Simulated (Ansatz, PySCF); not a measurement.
Reaction (SMILES): FC1CC(F)(F)C(F)(F)C1(F)F [1,1,2,2,3,3,4-heptafluorocyclopentane] + 12 C (CH4) -> 5 CC (C2H6) + 7 CF (CH3F) [fluoromethane]
Geometries: B3LYP-D3(BJ)/def2-TZVP minima from Ansatz (a first-principles code), one conformer each, not searched for the lowest. Frequencies are from Ansatz or PySCF.

Property: bond separation energy (enthalpy at 298 K, with B3LYP-D3(BJ) rigid-rotor harmonic-oscillator terms), in kcal/mol. Cores are frozen in the correlated levels unless marked. Spin-orbit coupling is left out. No relativistic terms. CBS(X,Y): correlation extrapolated as X^-3; Hartree-Fock from the larger set. The bracket is a focal-point correction in the basis named.

| level | program | bond separation energy (kcal/mol) |
|---|---|---|
| HF/cc-pVTZ | Ansatz | 63.8 |

Question: What does RI-MP2/CBS(cc-pVTZ,cc-pVQZ)+[CCSD(T)-MP2]/cc-pVTZ (Ansatz) give?

Answer: 72.5 kcal/mol, so HF/cc-pVTZ differs from it by -8.7 kcal/mol.
